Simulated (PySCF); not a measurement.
Ionisation of 2,5-dimethylaniline

Parent: `Cc1ccc(C)c(N)c1` (C8H11N). Non-hydrogen atoms are numbered in `[CH3:1][c:2]1[cH:3][cH:4][c:5]([CH3:6])[c:7]([NH2:8])[cH:9]1`. These are map numbers, not IUPAC locants.

Computed at ωB97X-D3(BJ)/ma-def2-SVP // PBE0-D3(BJ)/def2-SVP with PySCF (density fitting, grid level 2). ωB97X-D3(BJ) is ωB97X-V with D3(BJ) in place of VV10. Zero-point and thermal terms (298.15 K, 1 bar) come from unscaled GFN2-xTB harmonic frequencies, with soft modes damped to free rotors in the entropy. These were taken at the GFN2-xTB minima.

Frontier levels of the parent: HOMO -7.93 eV, LUMO 1.54 eV.

Oxidation to the radical cation:
```
Vertical ionisation energy (electronic)              : 7.66 eV
Adiabatic ionisation energy (with zero-point energy) : 7.29 eV
Adiabatic, electronic part                           : 7.34 eV
Vertical gap at the product's structure              : 7.15 eV
Inner reorganisation energy (four-point)             : 509 meV
Relaxation of product / of parent                    : 314 / 195 meV
⟨S²⟩ of the product                                  : 0.789
Largest spin populations                             : C3 0.41, N8 0.30, C5 0.29, C4 -0.15
Largest changes of atomic charge                     : N8 0.19, C3 0.15, C5 0.10
Distances that move most (Å)                         : C7–N8 1.384 → 1.329; C5–C7 1.411 → 1.451; C2–C3 1.400 → 1.431; C7–C9 1.404 → 1.427
Potential in acetonitrile                            : 5.28 V absolute (solvation -26 → -219 kJ/mol)
```

Solvents are IEF-PCM continua (electrostatics only, gas-phase structures); absolute potentials refer to an electron at rest in vacuum.

Measured values (NIST Chemistry WebBook, evaluated or the median of agreeing entries): vertical ionisation energy 7.78 eV (computed 7.66, difference -0.12); adiabatic ionisation energy 7.20 eV (computed 7.29, difference 0.09).

Caveats: ma-def2-SVP is a small basis, whose errors can reach tens of kJ/mol.

Hardware: 1 thread of Intel Xeon Platinum 8488C, shared with other jobs. Command: `OMP_NUM_THREADS=1 python redox_run.py task.json out`. Structures, frequencies and single points: 5.8 min.
